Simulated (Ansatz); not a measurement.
Start from `O[SiH2][GeH3]` and change one atom or group to get `B[SiH2]O`.

Ansatz, PBE0-D4/def2-TZVP geometries, multiplicity 1. Each molecule was computed in one conformer, which needn't be the lowest.

Scalar relativity is left out up to krypton.

```
                                                                                  property  `O[SiH2][GeH3]`
                                                   HOMO–LUMO gap (ωB97M-V/def2-TZVPP) / eV            11.49
                                                       HOMO–LUMO gap (PBE/def2-TZVPP) / eV             5.78
                                            size of the dipole moment (PBE/def2-TZVPP) / D             1.39
ideal-gas entropy at 298 K and 1 bar (rigid rotor, harmonic PBE0-D4/def2-TZVP) / J/(mol·K)              334
                                                     HOMO–LUMO gap (B3LYP/def2-TZVPP) / eV             7.34
                                                        LUMO energy (PBE0/def2-TZVPP) / eV            -0.31
```

Question: Give the same properties after the change, and the shifts. (An estimate is asked.)

Answer: Computed: 
```json
{"property": "HOMO–LUMO gap (ωB97M-V/def2-TZVPP) / eV", "`B[SiH2]O`": "9.67", "shift": "-1.82"}
{"property": "HOMO–LUMO gap (PBE/def2-TZVPP) / eV", "`B[SiH2]O`": "3.16", "shift": "-2.62"}
{"property": "size of the dipole moment (PBE/def2-TZVPP) / D", "`B[SiH2]O`": "1.36", "shift": "-0.03"}
{"property": "ideal-gas entropy at 298 K and 1 bar (rigid rotor, harmonic PBE0-D4/def2-TZVP) / J/(mol·K)", "`B[SiH2]O`": "300", "shift": "-34"}
{"property": "HOMO–LUMO gap (B3LYP/def2-TZVPP) / eV", "`B[SiH2]O`": "5.10", "shift": "-2.24"}
{"property": "LUMO energy (PBE0/def2-TZVPP) / eV", "`B[SiH2]O`": "-2.47", "shift": "-2.16"}
```

With PBE0 the HOMO rises by 0.12 eV and the LUMO falls by 2.16 eV, so the gap narrows by about 2.28 eV. PBE moves the HOMO by 0.30 eV and ωB97M-V by -0.04 eV. The zero-point energy changes by -10.1 kJ/mol with -3 modes. Dipoles are sizes alone; their direction can turn.

B3LYP here is the variant with VWN-RPA as its local correlation; programs differ in this.
